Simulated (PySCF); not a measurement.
Static response to an electric field

Species: C5H8S2Si.
Geometry (GFN2-xTB, Å), atoms numbered from 1 in this order:
```
atom  x, y, z in Å
C1    -2.6828    0.6233    0.1446
S2    -2.3306   -0.9687   -0.6706
Si3   -0.7461   -1.6966    0.5805
C4     0.7314   -0.5643    0.3956
C5     0.9973    0.3711   -0.5643
C6     2.2394    1.0172   -0.3985
C7     2.9149    0.5648    0.6893
S8     2.0467   -0.6562    1.5281
H9    -1.7823    1.2282    0.1755
H10   -3.0545    0.4419    1.1482
H11   -3.4444    1.1172   -0.4490
H12   -0.4875   -3.0384    0.0827
H13   -1.2101   -1.6716    1.9669
H14    0.3164    0.5859   -1.3700
H15    2.6103    1.7815   -1.0579
H16    3.8743    0.8738    1.0550
```

Level: wB97X-D/def2-SVPD (PySCF), static field, nuclei fixed, core orbitals frozen in the response. The polarisability tensor in these axes (au):

```
x   140.32  10.32  12.42
y    10.32 112.69 -11.22
z    12.42 -11.22 108.05
```

What are the eigenvalues, a third of the trace, and Δα (Δα² = ½Σ(αi − αj)² over the three pairs)?

Principal values 93.36, 121.83 and 145.88 au; mean 120.36 au = 17.83 Å³ = 19.84 × 10⁻⁴⁰ C²·m²/J; Δα = 45.53 au (38 % of the mean).

What is the dipole moment, and where does it point?

(0.86, 1.67, 0.58) D, 1.97 D in size, pointing from the negative to the positive side. Measured along this direction, the outermost atoms are H12 at the negative end and H16 at the positive end.

Rayleigh depolarisation ratio (linearly polarised light, static tensor)?

ρ = 3Δα²/(45ᾱ² + 4Δα²) = 6218.8/(651842 + 8291.7) = 0.00942.

What would n − 1 = 2πNα be for an ideal gas of these molecules at 500 K and 1 atm, electronic part alone?

N = p/kT = 1.4678 × 10¹⁹ cm⁻³, so n − 1 = 2π × N × 17.83 × 10⁻²⁴ cm³ = 1645 × 10⁻⁶ at long wavelengths.

Give the principal axes and the span of the nuclei along them.

Largest value along (0.95, 0.21, 0.25), where the nuclei span 7.24 Å; middle along (-0.01, 0.77, -0.63), 4.57 Å; least along (-0.33, 0.60, 0.73), 3.70 Å. The response follows the extents in order.

Traceless (Buckingham) quadrupole moment about the centre of nuclear charge: eigenvalues?

-7.37, 3.50, 3.86 D·Å. The values depend on the origin, since the dipole doesn't vanish. The electronic extent ⟨r²⟩ about the same centre is 1867 bohr², a root-mean-square distance of 2.49 Å for the 84 electrons.

Sum over states: ᾱ = Σ f/ω², ω in Eh. What share falls to these 8 lowest TDDFT singlets (eV, f)? 5.55, 0.1799; 5.69, 0.0017; 5.78, 0.0893; 6.06, 0.0008; 6.22, 0.0195; 6.33, 0.0038; 6.41, 0.0008; 6.72, 0.0034.

They add up to 6.87 au, 5.7 % of the 120.36 au; the largest single term is 4.32 au, from the state at 5.55 eV. Terms in order: 4.32, 0.04, 1.98, 0.02, 0.37, 0.07, 0.01, 0.06 au. Higher excitations give the rest. The strengths listed sum to 0.299.

Geometry: GFN2-xTB, one conformer, isolated molecule.

The run behind these numbers computed excited states as well. Time: 68 s. Hardware: an Arm Neoverse V1 with one thread, shared host.

Note: wB97X-D ran without an empirical dispersion term, which enters the total energy and its gradient alone.
